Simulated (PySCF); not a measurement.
# C4H8FSi3: g tensor and hyperfine couplings

C4H8FSi3 (doublet state).
Atom-mapped SMILES: `[F:1][C@:2]1([C:3]#[C:4][SiH3:5])[CH2:6][SiH:7][SiH2:8]1` (hydrogens: H9, H10, H11 on Si5; H12, H13 on C6; H14 on Si7; H15, H16 on Si8)

Geometry (GFN2-xTB, Å), atoms numbered from 1 in this order:
```
atom  x, y, z in Å
F1    -0.9961    1.2072   -1.6041
C2    -0.7987    0.3837   -0.4786
C3     0.5855    0.0439   -0.3652
C4     1.7541   -0.2189   -0.2067
Si5    3.5339   -0.6332    0.0105
C6    -1.7427   -0.8227   -0.5869
Si7   -3.1243   -0.2099    0.6242
Si8   -1.5083    1.3844    1.0699
H9     4.2202    0.5300    0.5820
H10    3.6206   -1.7753    0.9277
H11    4.1107   -0.9798   -1.2916
H12   -1.2336   -1.7332   -0.2730
H13   -2.0574   -0.9657   -1.6205
H14   -4.3989   -0.0339   -0.1052
H15   -0.7494    1.0257    2.2780
H16   -1.2232    2.8067    0.8234
```

The calculation used UKS B3LYP, pcH-1 on C F H Si, non-relativistic, mean-field spin-orbit, GIAO in PySCF. The structure is a single GFN2-xTB conformer in the gas phase; no vibrational or solvent corrections. Couplings are sensitive to structure, and on GFN2-xTB geometries they can be far from those on DFT ones, by a factor of two or more for some ions and for spin on atoms past the first row. The SCF solution wasn't tested for stability.

```
g1, g2, g3                      : 2.00294, 2.00399, 2.00532
g_iso                           : 2.00408
Form of g                       : rhombic: the two nearest values differ by 44 % of g3 − g1
⟨S²⟩                            : 0.7522 (exact 0.7500)
HOMO–LUMO gap, α and β orbitals : 5.01, 3.73 eV
```

Isotropic coupling and dipolar principal values T1 to T3, in MHz:

```
atom  isotope   a_iso  of which spin–orbit      T1    T2    T3  Mulliken spin population
  F1      19F    -5.7                  0.0    -5.0   0.9   4.1                      0.00
  C2      13C    32.6                  0.0    -2.3  -1.7   4.0                      0.02
  C3      13C    16.0                  0.0    -1.4  -0.6   2.0                      0.00
  C4      13C     2.0                  0.0    -1.1  -0.3   1.3                      0.01
 Si5     29Si     0.2                  0.0    -0.1   0.1   0.1                      0.00
  C6      13C    12.0                  0.0    -5.1  -3.8   8.9                      0.00
 Si7     29Si  -406.7                  1.0  -166.7  82.5  84.2                      0.90
 Si8     29Si   -39.3                  0.1   -18.0   8.0  10.0                      0.04
  H9       1H     0.1                  0.0    -0.2  -0.2   0.4                      0.00
 H10       1H     0.2                  0.0    -0.3  -0.2   0.5                      0.00
 H11       1H     0.6                  0.0    -0.2  -0.2   0.4                      0.00
 H12       1H    19.1                  0.0    -4.2  -3.0   7.2                      0.00
 H13       1H    28.0                  0.0    -3.6  -0.6   4.2                      0.01
 H14       1H    33.4                  0.0    -9.2   1.7   7.5                      0.00
 H15       1H     1.9                  0.0    -2.2  -1.3   3.5                      0.00
 H16       1H    30.1                  0.0    -2.3  -0.7   3.0                      0.01
```

The largest Mulliken spin population is on Si7 (+0.90). The angles at Si7 add up to 318.9°, so it is pyramidal.

Under fast tumbling the dipolar parts average out, and these isotropic splittings remain: 1 × 1H (H14, I = 1/2, 2 lines) with 1.19 mT, 1 × 1H (H16, I = 1/2, 2 lines) with 1.07 mT, 1 × 1H (H13, I = 1/2, 2 lines) with 1.00 mT, 1 × 1H (H12, I = 1/2, 2 lines) with 0.68 mT, 1 × 19F (F1, I = 1/2, 2 lines) with 0.20 mT and 1 × 1H (H15, I = 1/2, 2 lines) with 0.07 mT.

The 13C coupling of C2 (32.6 MHz) shows only in satellite lines or after enrichment, since that isotope makes up about 1.07 % of natural carbon.

The 29Si coupling of Si7 (-406.7 MHz) shows only in satellite lines or after enrichment, since that isotope makes up about 4.7 % of natural silicon.

β density exceeds α density at some nuclei, such as F1 (-0.0013), spin density in bohr⁻³. In a single determinant that takes different orbitals for the two spins, that is spin polarisation.
